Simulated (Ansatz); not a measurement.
Ansatz (a quantum-chemistry and plane-wave program) input (B3LYP/LANL2DZ): The .json file is the Basis Set Exchange's LANL2DZ.

Ansatz 0.2 input:
```yaml
crystal:
  periodic: [false, false, false]
  atoms:
    - {symbol: Cs, position_ang: [-0.00000000, -0.00000000, -1.89043870]}
    - {symbol: I, position_ang: [0.00000000, 0.00000000, 1.96177601]}
basis:
  gaussian:
    orbitals: LANL2DZ.json
hamiltonian:
  xc: {name: B3LYP}
total_charge: -1
magnetization: {spin_polarized: true, initial_magnetization: 1}
phonons: {temperatures: {t_min: 298.15, t_max: 298.15, t_step: 100}}
```

Q: Which harmonic wavenumbers does it give?

A: 69 cm⁻¹ (unscaled; negative means imaginary).
